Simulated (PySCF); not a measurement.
Species: [MoO4]2- (charge -2 and singlet state).
SMILES: `[O]=[Mo-2](=[O])(=[O])=[O]`

Method used: PBE0-D3(BJ)/def2-SVP geometry optimisation, gas phase, def2 core potentials past Kr in PySCF.

Take the most abundant isotopes and a rigid rotor. 

**Question.** Give the principal moments of inertia and the rotational constants in GHz.

**Answer.** Ia = 132.99, Ib = 133.05, Ic = 133.11 u·Å²; 505379 MHz·u·Å²/I gives 3800, 3799 and 3797 MHz, that is A = 3.8002, B = 3.7985, C = 3.7967 GHz.

**Question.** Classify the top.

**Answer.** A spherical top, as the point group Td requires three equal moments; the computed ones differ by 0.09 % because the geometry is symmetric only within the optimiser's tolerance.

The point group Td allows no dipole (computed: 0.00 D (about the centre of mass, as the species is charged)), so a rigid rotor has no electric-dipole lines.

**Question.** Estimate the classical rotational partition function at 25 K, 50 K and 298.15 K.

**Answer.** Point group Td, symmetry number σ = 12; q = (√π/σ)·√((kT/h)³/(ABC)), k/h = 20836.6 MHz/K: 237 at 25 K, 671 at 50 K, 9770 at 298.15 K.

No frequency check. Whether so highly charged an anion holds all its electrons in the gas phase wasn't checked; a finite basis holds them in any case. No counter-ion or solvent screens the charge of this multiply charged ion. Constants of a rigid frame at the computed geometry: no zero-point averaging, no centrifugal distortion.
